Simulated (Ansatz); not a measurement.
Ideal-gas functions of Cl$_{2}$FNbS (`[F][Nb](=[S])([Cl])[Cl]`) at 600 K and 1 bar, from an Ansatz frequency run at PBE0-D4/def2-TZVP.

Molar mass 214.88 g/mol, point group Cs (symmetry number 1), electronic degeneracy 1, moments of inertia 317.59, 359.665, 449.34 u Å². Harmonic wavenumbers (cm⁻¹, unscaled): 110, 143, 144, 159, 199, 420, 451, 597, 714.

Use S(trans) = R[1.5 ln M + 2.5 ln T − 1.1517]; rotational temperatures θ = 24.2544 K / I; S(rot) = R[ln(√π/σ · √(T³/θAθBθC)) + 1.5]; for each mode x = 1.438777 ν̃/T, S = R[x/(eˣ − 1) − ln(1 − e⁻ˣ)] and H = RT x/(eˣ − 1); 1 cm⁻¹ = 0.0119627 kJ/mol; R = 8.31446 J/(mol·K).

By hand: the entropy, in J/(mol·K).

Translation 190.4. Rotation: θ = 0.0764, 0.0674, 0.054 K, giving 131.0. Vibration, mode by mode: 19.42, 17.25, 17.20, 16.38, 14.54, 8.60, 8.06, 6.01, 4.79, in all 112.2. Electronic 0.0. Sum 433.6 J/(mol·K).

By hand: H − E and G − E in kJ/mol, counted from the electronic energy.

Zero-point energy ½ × 2937 × 0.0119627 = 17.6; thermal vibration 30.5; translation, rotation and pV give 4 RT = 20.0. H − E = 68.1 kJ/mol, and G − E = 68.1 − 600 × 433.6/1000 = -192.1 kJ/mol.

Vibration gives 26 % of the entropy, 53.9 J/(mol·K) of it from the modes under 150 cm⁻¹: soft modes count most, and the harmonic formula is weakest for them.
